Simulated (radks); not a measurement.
Spherical quantum dot in the effective-mass picture: electrons in a parabolic well V = omega^2 r^2 / 2 with omega = 0.597, with a point charge +2 (a donor) at the centre, all in effective atomic units (hartree* = m*/eps^2 hartree, bohr* = eps/m* bohr), one dielectric constant everywhere. Method: non-relativistic Kohn-Sham, LDA (Slater exchange, Perdew-Wang correlation), spin-polarised, spherical densities; computed with a radial shooting solver with Libxc functionals. Levels are named by radial order and angular momentum (1s, 1p, 1d, 2s, ...), and open shells are averaged over m. Each electron was tried in the lowest free levels, single moves between levels near the top were tried too, and the lowest total energy was kept; such a search can miss a lower state. At N = 1 the Hartree and exchange-correlation terms need not cancel, so that row can carry a self-interaction error.

N	open shells	2S	addition energy mu(N+1) - mu(N) (hartree*)	e(HOMO) (hartree*)	rms radius (bohr*)
1	1s(up 1, down 0)	1	1.158	-1.3502	0.8145
2	none	0	2.024	-0.26703	0.9410
3	1p(up 1, down 0)	1	0.3982	1.5644	1.371
4	1p(up 2, down 0)	2	0.4009	1.9685	1.588
5	1p(up 3, down 0)	3	0.4969	2.3647	1.741
6	1p(up 3, down 1)	2	0.3465	2.8365	1.871
7	1p(up 3, down 2)	1	0.3467	3.1850	1.979
8	none	0	0.4136	3.5291	2.074
9	2s(up 1, down 0)	1	0.3436	3.9301	2.180
10	none	0	0.6404	4.2703	2.275
11	1d(up 1, down 0)	1	0.2838	4.8976	2.369
12	1d(up 2, down 0)	2	0.2807	5.1799	2.454
13	1d(up 3, down 0)	3	0.2771	5.4588	2.530
14	1d(up 4, down 0)	4	0.2735	5.7341	2.600
15	1d(up 5, down 0)	5	0.3338	6.0058	2.665
16	1d(up 5, down 1)	4	0.2588	6.3337	2.728
17	1d(up 5, down 2)	3	0.2567	6.5915	2.787
18	1d(up 5, down 3)	2	0.2542	6.8470	2.842
19	1d(up 5, down 4)	1	0.2516	7.0999	2.895
20	none	0	0.5724	7.3502	2.945
21	1f(up 1, down 0)	1	0.2332	7.9145	3.003
22	1f(up 2, down 0)	2	0.2315	8.1468	3.057
23	1f(up 3, down 0)	3	0.2297	8.3774	3.108
24	1f(up 4, down 0)	4	0.2279	8.6062	3.157
25	1f(up 5, down 0)	5	0.2260	8.8332	3.204
26	1f(up 6, down 0)	6	0.2242	9.0583	3.249
27	1f(up 7, down 0)	7	0.2560	9.2816	3.292
28	1f(up 7, down 0) 2p(up 1, down 0)	8	0.2273	9.5399	3.334
29	1f(up 7, down 0) 2p(up 2, down 0)	9	0.2263	9.7667	3.375
30	1f(up 7, down 0) 2p(up 3, down 0)	10	0.2251	9.9924	3.414
31	1f(up 7, down 1) 2p(up 3, down 0)	9	0.2108	10.211	3.453
32	1f(up 7, down 3) 2p(up 2, down 0)	6	0.2069	10.418	3.491
33	1f(up 7, down 5) 2p(up 1, down 0)	3	0.2067	10.625	3.527
34	none	0	0.2097	10.832	3.563
35	2p(up 1, down 0)	1	0.2140	11.046	3.597
36	2p(up 2, down 0)	2	0.2133	11.260	3.631
37	2p(up 3, down 0)	3	0.2456	11.472	3.664
38	2p(up 3, down 1)	2	0.2083	11.716	3.696
39	2p(up 3, down 2)	1	0.2077	11.924	3.728
40	none	0	-	12.131	3.759

All shells are closed at N = 2, 8, 10, 20, 34, 40 (there: 1s2 1p6 1d10 2s2 1f14 2p6); the second difference of the energy has clear peaks (12 % above both neighbours; the first and last values, which can be the largest, are not judged, and half-filled shells can peak too) at N = 2, 5, 8, 10, 15, 20, 27, 37.
